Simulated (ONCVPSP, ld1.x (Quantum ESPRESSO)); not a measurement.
**Potentials for V (Z = 23) compared**

Generated with ld1.x 7.5 (TM, RRKJ, ultrasoft, PAW), atompaw 4.2 or ONCVPSP 4.0.1. The cutoff is in Ry: for ld1.x and atompaw files where the sum of valence levels is converged to 10 mRy in a Bessel basis, for ONCV files where the hardest occupied wave has 1 mHa per electron of residual kinetic energy. The error is the largest all-electron minus pseudo excitation energy over each file’s own four to seven test configurations (ionisations up to +4, promotions, holes and added fractions of an electron), all of which were solved. The labels leave out finer settings (local radius, basis sizes, second energies), which also bear on the numbers. Spin-polarised tests are not counted. The rows are a selection from randomly drawn settings: files with unsolved tests, undetermined cutoffs or missed reference levels are left out.

A true bound ghost makes a file unfit for plane-wave use even where its test errors are small: the radial tests pick states by their node count and pass the ghost by.

| potential | cutoff (Ry) | largest error (meV) | bound ghosts |
| --- | --- | --- | --- |
| ONCV, PBE, scalar-relativistic, rc 1.80/1.20/1.60 (spd), local smoothed, core correction no, reference 3s2 3p6 3d3 4s2, qcut 7.1/13.2/8.7, projectors 2/1/2 | 84 | +43 | none |
| ONCV, PBEsol, scalar-relativistic, rc 2.40/1.85/1.55 (spd), local smoothed, core correction no, reference 3d3 4s1, qcut 2.6/3.9/9, projectors 2/2/2 | 65 | +153 | s, p |
| ONCV, PBE, scalar-relativistic, rc 1.30/0.90/1.40 (spd), local smoothed, core correction yes, reference 3s2 3p6 3d3 4s2, qcut 12/10.1/13.4, projectors 2/3/2 | 109 | +6.4 | p |
| ONCV, PBEsol, scalar-relativistic, rc 1.65/1.10/2.25 (spd), local smoothed, core correction yes, reference 3s2 3p6 3d3 4s2, qcut 8.7/6.2/6.9, projectors 2/2/1 | 51 | -321 | none |
| ONCV, PBEsol, scalar-relativistic, rc 1.50/1.00/1.75/1.50 (spdf), local smoothed, core correction yes, reference 3s2 3p6 3d3 4s2, qcut 7.6/8.4/10.7/6.6, projectors 2/2/1/3 | 73 | -66 | none |
| TM, PBEsol, scalar-relativistic, rc 2.60/2.65/2.00 (spd), local s, core correction no, reference 3d3 4s2 4p0 | 55 | -123 | none |

Q: Fill in the row for V: ONCV, PBE, scalar-relativistic, rc 1.20/1.10/2.30/1.75 (spdf), local smoothed, core correction yes, reference 3s2 3p6 3d3, qcut 13/8/5.9/5.6, projectors 2/2/2/2.

A: cutoff 96 Ry, largest error +444 meV, bound ghosts: none.

Q: Fill in the row for V: ONCV, PBE, fully relativistic, rc 1.90/1.30/2.05 (spd), local smoothed, core correction yes, reference 3s2 3p6 3d3 4s1.75, qcut 5.4/12.5/7.8, projectors 2/3/1.

A: cutoff 71 Ry, largest error -1.4 meV, bound ghosts: none.
